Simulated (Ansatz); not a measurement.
Relaxation of C$_{4}$H$_{10}$AlNO (17 atoms, charge 0, multiplicity 1), to a largest force component of 0.015 eV/Å in at most 40 steps.

Level of theory: RKS PBE/STO-3G (Ansatz 0.2.0).

```xyz
17
Properties=species:S:1:pos:R:3:forces:R:3
C 1.969 -1.038 1.345 -1.23 4.98 -0.13
C 1.245 -0.033 0.701 0.33 -2.87 -0.31
N 0.341 -0.280 -0.433 3.09 1.23 2.88
C 0.150 -1.632 -0.882 -6.70 -0.18 0.00
C -0.283 0.852 -1.079 -2.53 2.29 0.32
Al -1.978 1.339 -0.102 -0.30 0.88 1.10
O -2.141 2.977 0.677 -0.96 -1.48 -3.93
H 1.891 -2.015 1.035 0.03 -3.25 -0.67
H 2.567 -0.723 2.209 0.13 -0.42 -0.06
H 1.378 0.990 1.075 -0.43 0.55 -0.40
H 0.993 -2.124 -1.233 2.95 -1.57 -1.26
H -0.325 -2.232 -0.025 0.75 0.16 -0.82
H -0.720 -1.612 -1.717 2.36 -0.14 1.71
H 0.361 1.756 -1.047 0.37 -0.32 -0.28
H -0.535 0.612 -2.115 0.24 -0.14 -0.70
H -3.138 0.274 0.043 0.79 0.81 -0.19
H -1.794 2.889 1.587 1.09 -0.53 2.74
```

Task: Where does it end, and by what steps?

Result: The forces met the threshold. The force dipped under the threshold on the way, but the program's further checks kept it going. Limits of this set-up: minimal basis. After 17 steps the energy has fallen by 1.688 eV; H17 moved furthest, 0.93 Å.

```
step  energy less start (eV)  largest force component (eV/Å)  accepted
   0                  0.0000                           6.703       yes
   1                 -1.0060                           1.152       yes
   2                 -1.1076                           1.584       yes
   3                 -1.1859                           2.695       yes
   4                 -1.4150                           1.208       yes
   5                 -1.5293                           0.699       yes
   6                 -1.6198                           0.372       yes
   7                 -1.6395                           0.326       yes
   8                 -1.6705                           0.290       yes
   9                 -1.6812                           0.123       yes
  10                 -1.6849                           0.102       yes
  11                 -1.6864                           0.092       yes
  12                 -1.6872                           0.053       yes
  13                 -1.6876                           0.018       yes
  14                 -1.6879                           0.030       yes
  15                 -1.6880                           0.027       yes
  16                 -1.6881                           0.014       yes
  17                 -1.6882                           0.014       yes
```

```xyz
17
Properties=species:S:1:pos:R:3
C 1.846 -1.002 1.363
C 1.436 -0.046 0.493
N 0.678 -0.221 -0.716
C 0.050 -1.572 -0.902
C -0.258 0.940 -1.062
Al -1.765 1.195 0.142
O -1.862 2.772 0.806
H 1.547 -2.054 1.282
H 2.529 -0.742 2.182
H 1.755 1.005 0.626
H 0.842 -2.347 -0.854
H -0.726 -1.813 -0.135
H -0.422 -1.603 -1.905
H 0.388 1.843 -1.088
H -0.578 0.761 -2.112
H -2.782 0.135 0.507
H -2.698 2.748 1.413
```

Whether the end is a true minimum wasn't checked by a vibrational analysis.

Run time: 82 s on 1 thread of Intel(R) Xeon(R) Processor @ 2.70GHz (shared host), peak memory 0.17 GiB.
